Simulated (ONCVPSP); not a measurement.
**arsenic, ONCV: configuration errors across variants**

As (Z = 33), optimised norm-conserving Vanderbilt (ONCV), made with ONCVPSP 4.0.1 (LDA (Perdew-Zunger), scalar-relativistic). Core [Ar], reference 3d10 4s1 4p4. Waves: 4s: rc 1.45 bohr, ncon 5, nbas 10, qcut 5.2 1/bohr, 3 projectors, debl 2.3 Ha; 4p: rc 1.60 bohr, ncon 3, nbas 7, qcut 5.9 1/bohr, 1 projector; 3d: rc 0.60 bohr, ncon 4, nbas 7, qcut 15.7 1/bohr, 2 projectors, debl 1.3 Ha; f scattering state at 0.28 Ha: rc 1.75 bohr, ncon 4, nbas 8, qcut 6.4 1/bohr, 2 projectors, debl 2.6 Ha. Local part: polynomial inside 0.60 bohr (lpopt 4, dvloc0 0 Ha). Core correction: Teter function, fcfact 4, rcfact 1.2.

In the d channel the program set the typed energies aside and used -1.563, 0.250 Ha.

All-electron excitation energies from the reference (eV): (1) 3d10 4s2 4p3 -9.483; (2) 3d10 4s2 4p2 -0.157; (3) 3d10 4s2 4p1 18.005; (4) 3d10 4s1 4p3 10.004.

A true bound ghost makes a file unfit for plane-wave use even where its test errors are small: the radial tests pick states by their node count and pass the ghost by.

Errors AE − PS in meV (a dash: test not solved or not reliable):

```csv
change,(1),(2),(3),(4),bound ghosts,GHOST(+) flags above zero
base,-0.8,-2.7,-4.7,-1.7,"s, p","s, d, f"
"core correction Teter function, fcfact 4, rcfact 0.98",-0.7,-2.6,-4.7,-1.7,"s, p","s, d, f"
"core correction Teter function, fcfact 4, rcfact 1.1",-0.7,-2.6,-4.7,-1.7,"s, p","s, d, f"
"core correction Teter function, fcfact 4, rcfact 1.22",-0.8,-2.7,-4.7,-1.8,"s, p","s, d, f"
"core correction Teter function, fcfact 4, rcfact 1.32",-1.0,-2.9,-4.8,-1.8,"s, p","s, d, f"
"core correction Teter function, fcfact 4, rcfact 1.44",-1.4,-3.1,-4.9,-1.8,"s, p","s, d, f"
"core correction Teter function, fcfact 4, rcfact 1.58",-2.4,-3.6,-5.2,-2.0,"s, p","s, d, f"
"core correction Teter function, fcfact 4, rcfact 1.66",-3.2,-3.9,-5.6,-2.2,"s, p","s, d, f"
"core correction Teter function, fcfact 4, rcfact 1.9",-6.2,-5.0,-10,-3.7,"s, p","s, d, f"
"core correction Teter function, fcfact 4, rcfact 2.02",-7.8,-5.7,-17,-5.1,"s, p","s, d, f"
```

Give the same row for: core correction Teter function, fcfact 4, rcfact 1.82.

-5.1, -4.6, -7.8, -3.0; bound ghosts: s, p; GHOST(+) flags above zero: s, d, f.
